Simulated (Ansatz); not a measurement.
Ansatz results at the PBE0-D4/def2-TZVP geometry: size of the dipole moment (B3LYP/def2-TZVPP) 1.27 D; HOMO energy (ωB97M-V/def2-TZVPP) -9.07 eV; HOMO–LUMO gap (PBE0/def2-TZVPP) 6.63 eV.

Each molecule was computed in one conformer, which needn't be the lowest.

(1) Which molecule gave them?
A. `[F][Zr]([F])([Cl])[Cl]`
B. `[CH3][Zr]([NH2])([NH2])[NH2]`
C. `[CH3][Zr]([NH2])([NH2])[Cl]`
D. `[F][Zr]([Cl])([Cl])[Cl]`

Answers

(1) B. The others give `[F][Zr]([F])([Cl])[Cl]`: 0.01, -12.02, 7.62; `[F][Zr]([Cl])([Cl])[Cl]`: 0.04, -11.89, 7.27; `[CH3][Zr]([NH2])([NH2])[Cl]`: 2.88, -9.72, 6.56.

B3LYP here is the variant with VWN-RPA as its local correlation; programs differ in this.
